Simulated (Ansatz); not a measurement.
The inner images of a band of GeH₄ (5 atoms, charge 0, multiplicity 1) are given out of order.

Method: Ansatz 0.2.0, RKS PBE-D4/def2-SVPD.

First end point:

```xyz
5
Properties=species:S:1:pos:R:3
Ge 0.255 0.000 0.181
H 0.255 0.000 1.726
H 1.712 0.000 -0.334
H -0.473 1.262 -0.335
H -0.473 -1.262 -0.335
```

Last end point:

```xyz
5
Properties=species:S:1:pos:R:3
Ge 0.240 0.001 -0.786
H 0.784 0.002 1.136
H 1.466 -0.001 0.679
H -0.607 1.154 -0.061
H -0.606 -1.155 -0.065
```

**Question.** Put them in order from the first end to the last, with their energies above the first end.
A.
```xyz
5
Properties=species:S:1:pos:R:3
Ge 0.256 0.000 -0.376
H 0.483 0.000 1.261
H 1.641 0.000 0.297
H -0.552 1.286 -0.139
H -0.552 -1.286 -0.140
```
B.
```xyz
5
Properties=species:S:1:pos:R:3
Ge 0.234 0.000 -0.002
H 0.359 0.000 1.512
H 1.766 0.000 -0.082
H -0.541 1.305 -0.262
H -0.541 -1.305 -0.262
```
C.
```xyz
5
Properties=species:S:1:pos:R:3
Ge 0.242 0.000 -0.246
H 0.433 0.000 1.326
H 1.707 0.000 0.174
H -0.553 1.302 -0.176
H -0.553 -1.302 -0.176
```
D.
```xyz
5
Properties=species:S:1:pos:R:3
Ge 0.241 0.000 0.098
H 0.317 0.000 1.623
H 1.752 0.000 -0.210
H -0.518 1.286 -0.304
H -0.518 -1.286 -0.304
```
E.
```xyz
5
Properties=species:S:1:pos:R:3
Ge 0.258 0.000 -0.635
H 0.682 0.000 1.148
H 1.463 0.000 0.547
H -0.564 1.237 -0.078
H -0.563 -1.237 -0.080
```
F.
```xyz
5
Properties=species:S:1:pos:R:3
Ge 0.234 0.000 -0.118
H 0.393 0.000 1.410
H 1.750 0.000 0.048
H -0.551 1.310 -0.219
H -0.551 -1.310 -0.219
```
G.
```xyz
5
Properties=species:S:1:pos:R:3
Ge 0.263 0.000 -0.499
H 0.559 0.000 1.205
H 1.560 0.000 0.407
H -0.553 1.265 -0.104
H -0.553 -1.265 -0.105
```

**Answer.** D (+0.10 eV), B (+0.40 eV), F (+0.87 eV), C (+1.40 eV), A (+1.83 eV), G (+1.99 eV), E (+1.76 eV).

Run time: 85 s on 1 thread of Arm Neoverse V1, with other jobs on the host, peak memory 0.11 GiB.
